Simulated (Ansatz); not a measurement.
Species: C₂H₁₀O₄Si₂ (charge 0, singlet). 
Geometry from a B3LYP-D3(BJ)/def2-TZVP (Ansatz, a program for electronic structure) optimisation:
SMILES: C[SiH](C)O[Si](O)(O)O
```xyz
18

C     -1.5861    -0.8742     1.8498
Si    -1.5995    -0.8159    -0.0148
C     -2.6944     0.5548    -0.6484
O     -0.0585    -0.5848    -0.5797
Si     1.2517     0.2927    -0.2219
O      2.1671     0.4667    -1.5696
O      0.6883     1.6997     0.3997
O      2.2272    -0.3752     0.9074
H     -2.5848    -1.0820     2.2415
H     -0.9110    -1.6508     2.2143
H     -1.2525     0.0822     2.2583
H     -2.0439    -2.1194    -0.5660
H     -2.3367     1.5205    -0.2846
H     -2.6999     0.5829    -1.7399
H     -3.7250     0.4218    -0.3107
H      1.7059     0.5669    -2.4057
H      1.3236     2.2727     0.8361
H      2.8838    -1.0049     0.5998
```
Charge 0, spin multiplicity 1.

Total electronic energies in hartree. Valence correlation only, unless marked. No spin-orbit coupling. No relativistic terms. Basis-set limits of correlation are two-point, X^-3; Hartree-Fock from the larger set. The bracket is a focal-point correction in the basis named.

```csv
level,program,energy (Eh)
HF/6-31G,Ansatz,-958.84177
HF/6-31G*,Ansatz,-959.11788
HF/cc-pwCVTZ,Ansatz,-959.38865
revPBE/def2-TZVPD,Ansatz,-962.33264
PBE0/def2-TZVPD,Ansatz,-961.93604
B2PLYP-D4/def2-TZVPD,Ansatz + dftd4,-962.10761
MP2/aug-cc-pV(D+d)Z,Ansatz,-960.54441
MP2/cc-pVTZ,Ansatz,-960.91551
RI-MP2/aug-cc-pV(T+d)Z,Ansatz,-960.97198
RI-MP2/aug-cc-pV(Q+d)Z,Ansatz,-961.10548
RI-MP2/cc-pV(Q+d)Z,Ansatz,-961.08804
SCS-MP2/6-31G*,Ansatz,-960.22699
CCSD/6-31G,Ansatz,-959.65360
CCSD/cc-pVTZ,Ansatz,-960.96294
"RI-MP2/CBS(aug-cc-pV(T+d)Z,aug-cc-pV(Q+d)Z)+[CCSD(T)-MP2]/aug-cc-pV(T+d)Z",Ansatz,-961.2861
```

Totals of different functionals don't rank their quality; only differences between species are comparable.
